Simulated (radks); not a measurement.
Q: Radial electron density D(r) = 4 pi r^2 rho(r) of an atom or ion with 56 electrons. All-electron calculation, Dirac Kohn-Sham, PBEsol, spin-unpolarised, spherical densities, finite nucleus; Fermi nuclear charge, rms radius of each element as measured or else 0.836 A^(1/3) + 0.57 fm. Program: a radial shooting solver on a logarithmic mesh with Libxc functionals.

```
   r/bohr * D(r) (the largest magnitude, 95.4, reaches the edge; | marks zero)
 0.001934 |   *
 0.002621 |      *
 0.003552 |          *
 0.004853 |               *
 0.006577 |                      *
 0.008913 |                              *
  0.01218 |                                      *
   0.0165 |                                          *
  0.02237 |                                         *
  0.03056 |                                     *
  0.04141 |                                      *
  0.05612 |                                              *
  0.07667 |                                                      *
   0.1039 |                                                *
   0.1408 |                                       *
   0.1924 |                                            *
   0.2607 |                                           *
   0.3534 |                        *
   0.4828 |               *
   0.6543 |                  *
   0.8867 |           *
    1.202 |    *
    1.642 |  *
    2.225 | *
    3.016 |*
     4.12 |*
    5.583 *
    7.567 *
    10.34 *
    14.01 *
```

What is the nuclear charge?

A: Z = 56. The innermost maximum, from 1s, lies near gamma/Z bohr with gamma = sqrt(1 - (Z/c)^2) = 0.913, here 0.0163 bohr (found: 0.0180), and its height grows with Z. The density is that of neutral barium in [Kr] 4d10 5s2 5p4 6s2 5d2; the configuration itself is not fixed sharply by these data, and Z only to a few units. D(r) has 4 maxima, at r = 0.0180, 0.0792, 0.224, 0.629 bohr, and minima at 0.0350, 0.148, 0.460 bohr, inside which lie 2.03, 11.19, 28.93 electrons.
